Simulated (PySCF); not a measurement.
## Dipole response of Re⁺ (rhenium, charge +1)

[Xe] 4f14 5d5 6s1, high-spin 7S determinant. All numbers are calculated (PySCF 2.14, a scalar-relativistic core potential, in def2-QZVPPD with the def2 core potential (60 electrons) (7s6p4d4f2g, 91 functions)). Coupled (time-dependent) response in atomic units; α is the mean over directions.

| method | mean α (bohr³) | C₆ (like pair) | S(−4) |
| --- | --- | --- | --- |
| BLYP | 30.19 | 254.6 | 344.8 |
| BP86 | 30.30 | 257.1 | 341.7 |

S(−4) is the Cauchy moment in α(ω) = α(0) + S(−4) ω² + …

α(iu) at BP86:

```json
{"u (hartree)": "0", "α(iu) (bohr³)": "30.30"}
{"u (hartree)": "0.0500", "α(iu) (bohr³)": "29.48"}
{"u (hartree)": "0.100", "α(iu) (bohr³)": "27.33"}
{"u (hartree)": "0.200", "α(iu) (bohr³)": "21.70"}
{"u (hartree)": "0.300", "α(iu) (bohr³)": "16.90"}
{"u (hartree)": "0.500", "α(iu) (bohr³)": "11.06"}
{"u (hartree)": "0.750", "α(iu) (bohr³)": "7.419"}
{"u (hartree)": "1.00", "α(iu) (bohr³)": "5.419"}
{"u (hartree)": "1.50", "α(iu) (bohr³)": "3.315"}
{"u (hartree)": "2.00", "α(iu) (bohr³)": "2.248"}
{"u (hartree)": "3.00", "α(iu) (bohr³)": "1.222"}
{"u (hartree)": "5.00", "α(iu) (bohr³)": "0.5138"}
```

A single London oscillator, α(iu) = α/(1 + u²/ω²), gives C₆ = (3/4) ω α². Matching the computed C₆ needs ω = 4 × 257.1 / (3 × 30.30²) = 0.373 hartree.

For an ion, C₆ is the dispersion term alone; charge-induced terms of lower order in 1/R come first.

Energies and moments cover only the electrons outside the core potential. Spin-orbit coupling, which splits the p, d and f shells strongly at this Z, is absent.
